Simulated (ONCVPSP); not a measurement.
# u(r) = r·R(r): atom against pseudo-atom (Ar (Z = 18))

Columns: radius, all-electron u(r) and pseudo u(r) of the 2p shell (level -229.89 eV) of argon in the configuration [He] 2s2 2p6 3s2 3p6; PBE, scalar-relativistic, ONCV scheme, ONCVPSP 4.0.1.

```json
{"r (bohr)": "0.040", "all-electron": "0.2096", "pseudo": "0.0645"}
{"r (bohr)": "0.080", "all-electron": "0.5941", "pseudo": "0.2472"}
{"r (bohr)": "0.120", "all-electron": "0.9631", "pseudo": "0.5170"}
{"r (bohr)": "0.160", "all-electron": "1.2498", "pseudo": "0.8300"}
{"r (bohr)": "0.200", "all-electron": "1.4409", "pseudo": "1.1387"}
{"r (bohr)": "0.240", "all-electron": "1.5445", "pseudo": "1.4011"}
{"r (bohr)": "0.280", "all-electron": "1.5753", "pseudo": "1.5853"}
{"r (bohr)": "0.320", "all-electron": "1.5523", "pseudo": "1.6790"}
{"r (bohr)": "0.360", "all-electron": "1.4912", "pseudo": "1.6846"}
{"r (bohr)": "0.400", "all-electron": "1.4043", "pseudo": "1.6147"}
{"r (bohr)": "0.440", "all-electron": "1.3026", "pseudo": "1.4939"}
{"r (bohr)": "0.480", "all-electron": "1.1934", "pseudo": "1.3447"}
{"r (bohr)": "0.520", "all-electron": "1.0825", "pseudo": "1.1879"}
{"r (bohr)": "0.560", "all-electron": "0.9738", "pseudo": "1.0382"}
{"r (bohr)": "0.600", "all-electron": "0.8699", "pseudo": "0.9037"}
{"r (bohr)": "0.640", "all-electron": "0.7726", "pseudo": "0.7872"}
{"r (bohr)": "0.680", "all-electron": "0.6827", "pseudo": "0.6874"}
{"r (bohr)": "0.720", "all-electron": "0.6008", "pseudo": "0.6016"}
{"r (bohr)": "0.760", "all-electron": "0.5269", "pseudo": "0.5268"}
{"r (bohr)": "0.800", "all-electron": "0.4607", "pseudo": "0.4605"}
{"r (bohr)": "0.840", "all-electron": "0.4017", "pseudo": "0.4016"}
{"r (bohr)": "0.880", "all-electron": "0.3496", "pseudo": "0.3495"}
{"r (bohr)": "0.920", "all-electron": "0.3036", "pseudo": "0.3035"}
{"r (bohr)": "0.960", "all-electron": "0.2630", "pseudo": "0.2630"}
{"r (bohr)": "1.000", "all-electron": "0.2276", "pseudo": "0.2275"}
{"r (bohr)": "1.040", "all-electron": "0.1966", "pseudo": "0.1965"}
```

How many radial nodes do the two functions have?

The all-electron 2p function has n − l − 1 = 0; the pseudo-wave has 0.

At about which radius was the pseudo-wave matched?

0.80 bohr, where the columns begin to agree (steps of 0.04 bohr).

Where does each function peak?

Outermost all-electron maximum near 0.28 bohr, pseudo maximum near 0.36 bohr (to the table’s step).

Is the pseudo-wave norm-conserving?

Yes: the ONCV scheme keeps the norm inside the radius equal to the all-electron one, which fixes the energy derivative of the logarithmic derivative at the level.
